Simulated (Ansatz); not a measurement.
CH6Si2, SMILES `[SiH2]=C[SiH3]` (charge 0, multiplicity 1).

Method: PBE/cc-pVTZ // PBE0-D3(BJ)/def2-TZVP (Ansatz, an electronic-structure program).

Ansatz 0.2 input:
```yaml
crystal:
  periodic: [false, false, false]
  atoms:
    - { symbol: Si, position_ang: [-1.647551, -0.104478, -0.767916] }
    - { symbol: C, position_ang: [-0.018925, -0.595888, -0.755691] }
    - { symbol: Si, position_ang: [1.279983, 0.277811, 0.208529] }
    - { symbol: H, position_ang: [-2.711861, -0.789657, -1.535911] }
    - { symbol: H, position_ang: [-2.117747, 1.065306, 0.003658] }
    - { symbol: H, position_ang: [0.26241, -1.465292, -1.345489] }
    - { symbol: H, position_ang: [2.364745, 0.801695, -0.668589] }
    - { symbol: H, position_ang: [0.664381, 1.426001, 0.929932] }
    - { symbol: H, position_ang: [1.924557, -0.615504, 1.211981] }
basis:
  gaussian: { orbitals: cc-pVTZ }
hamiltonian:
  xc: pbe
```

Output:

```
Functional definition: PBE
1074 factors; their error is unknown
mean field evaluation 1: about -16866.6311 eV, gradient 7.1e1 eV
mean field evaluation 2: about -16818.8358 eV, gradient 1.2e2 eV
mean field evaluation 4: about -16879.1315 eV, gradient 9.8e0 eV
mean field evaluation 8: about -16879.4941 eV, gradient 1.4e-1 eV
mean field evaluation 16: about -16879.4459 eV, gradient 1.2e-4 eV
mean field -16879.44591687 eV, -620.3081961458 hartree, gradient 1.3e-5 eV, S^2 0.000000; 0 other end points of the search recorded, 0 dependent functions left out
reference -16879.44595997 eV, -620.3081977294 hartree; 20, 20 occupied and 162, 162 virtual orbitals, 1074 factors
Total energy: -16879.44595997 eV, -620.3081977294 hartree
```
